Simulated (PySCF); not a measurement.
The same groups moved round the core (propene methyl+boryl). All species are isolated molecules in the gas phase. One relaxed conformer stands for each flexible species; it need not be the lowest. Strings in code marks are SMILES.

The LUMO from two functionals at the same geometries (M06-2X/def2-TZVP), both in PySCF: PBE-D3(BJ)/def2-TZVP and M06-2X/def2-TZVP. 

```tsv
species	PBE-D3(BJ)/def2-TZVP (eV)
`BC(=C)CC`	-2.92
`C/C=C(\C)B`	-2.67
`B/C(C)=C\C`	-2.78
`C(=C(C)C)B`	-2.69
`B/C=C/CC`	-2.74
`C(B)/C=C\C`	-2.11
```

Question: What does M06-2X/def2-TZVP give for each?

Answer: 
- `BC(=C)CC`: -1.01
- `C/C=C(\C)B`: -0.82
- `B/C(C)=C\C`: -0.94
- `C(=C(C)C)B`: -0.87
- `B/C=C/CC`: -0.87
- `C(B)/C=C\C`: -0.10
Over these rows, drawn at random from the members with no instability flagged (it was tested for open shells, ions and some series alone), PBE minus M06-2X: mean -1.88 eV, from -2.01 eV to -1.82 eV.
